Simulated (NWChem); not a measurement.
Molecule: BeIF; SMILES [F][Be][I]

```xyz
3

Be     0.0000     0.0000     1.5603
F      0.0000     0.0000     2.9497
I      0.0000     0.0000    -0.6048
```
Atoms are numbered in this order, from 1.

The geometry was optimised at PBE0/def2-SVP. def2 effective core potentials on I; no spin-orbit coupling.

### Question
List the 6 lowest vertical singlet excitations and the 6 lowest triplet ones from PBE0/def2-SVPD with def2 effective core potentials on I, full TDDFT (NWChem).

### Answer
```csv
state,energy (eV),oscillator strength,leading excitation (squared amplitude)
S1,6.22,0.062,HOMO → LUMO (0.99)
S2,6.22,0.062,HOMO−1 → LUMO (0.99)
S3,6.50,0.000,HOMO−1 → LUMO+1 (0.45)
S4,6.53,0.000,HOMO−1 → LUMO+2 (0.45)
S5,6.53,0.000,HOMO−1 → LUMO+1 (0.45)
S6,7.25,0.141,HOMO−1 → LUMO+2 (0.37)
T1,5.83,spin-forbidden,HOMO → LUMO (0.96)
T2,5.83,spin-forbidden,HOMO−1 → LUMO (0.96)
T3,5.88,spin-forbidden,HOMO−1 → LUMO+2 (0.43)
T4,6.18,spin-forbidden,HOMO−1 → LUMO+2 (0.45)
T5,6.18,spin-forbidden,HOMO−1 → LUMO+1 (0.45)
T6,6.50,spin-forbidden,HOMO−1 → LUMO+1 (0.45)
```
